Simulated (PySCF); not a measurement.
Ga(Br)(Et)2, C4H10BrGa, SMILES C[CH2][Ga]([Br])[CH2]C at its GFN2-xTB optimised geometry (Å):

```
16

Ga    -0.1066    -0.0226     0.0000
Br    -1.0302    -2.1516     0.0010
C     -1.5013     1.5159     0.0000
C     -2.9306     0.9723     0.0089
H     -1.3356     2.1442    -0.8831
H     -1.3273     2.1516     0.8762
H     -3.1108     0.3601     0.8956
H     -3.1182     0.3509    -0.8699
H     -3.6542     1.7880     0.0076
C      1.9681    -0.0226     0.0000
C      2.5644     1.3848    -0.0025
H      2.3126    -0.5849    -0.8787
H      2.3127    -0.5816     0.8807
H      2.2480     1.9443     0.8793
H      2.2475     1.9414    -0.8860
H      3.6542     1.3424    -0.0027
```

Computed with PBE0/def2-TZVP in PySCF. Cells within 0.4 Å of a nucleus heavier than hydrogen are left out (blank, or x).

Map of the electrostatic potential (hartree/e), clipped to [-0.08, 0.12] on the plane z = 0.0 Å:

```
|22222222222222222222222222222|
|22222222222222222222222222222|
|22222222222222222222222222222|
|22222222222222222222222222222|
|22222222222222222222222222222|
|22222222222222222222222222222|
|22222222222222222222222222222|
|22223332222322222222222222222|
|22234763347853222234543222222|
|22239998699995333369997532222|
|1223999999xx98544599x99983222|
|1112599x99xx99996699x99994222|
|1111399xx99999999899999973222|
|11112799998999999999995432222|
|1111136985699xx999xx993222222|
|11111122225999999999962222222|
|11111100025999999899932222222|
|11111000049999995334322222222|
|11111000199999952111111122222|
|11110000199xx9931011111122222|
|11110000199999920011111111222|
|11111000159999500001111111122|
|11111000025884100001111111111|
|11111100011110000011111111111|
|11111110000000000011111111111|
|11111111000000000111111111111|
|11111111111000001111111111111|
|11111111111111111111111111111|
|11111111111111111111111111111|
```
Scale: ten equal steps from -0.030 (start of '0') to 0.120 (end of '9'), in the order '0123456789'; x runs from -6.00 to 6.00, y from -6.00 (bottom) to 6.00 (top).
